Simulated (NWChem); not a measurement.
# InSiH₃OF₂; SMILES [SiH3][O][In]([F])[F]

```xyz
8

In    -0.0658     0.6732    -0.0014
F      1.0603     2.2494     0.0071
F     -1.9892     0.9460    -0.0202
O      0.7397    -1.1165     0.0103
Si     0.1898    -2.6871    -0.0041
H     -0.6702    -2.9681     1.1877
H      1.3775    -3.5881     0.0234
H     -0.6119    -2.9656    -1.2366
```
Atoms are numbered in this order, from 1.

All runs: NWChem. STO-3G and 3-21G are far too small for this property and stand as cheap habits. The geometry was optimised at PBE0/def2-SVP (def2 core potentials past Kr). Not confirmed as a minimum by frequencies. B3LYP is NWChem's, with the RPA form of VWN correlation. Field at 589 nm.

Problem. What does the run give for B3LYP/STO-3G (all-electron, non-relativistic)? Quantities: isotropic polarisability (bohr³); anisotropy (bohr³).

Solution. 
```
Property                          Value
--------------------------------  -----
isotropic polarisability (bohr³)   36.5
anisotropy (bohr³)                 28.6
```
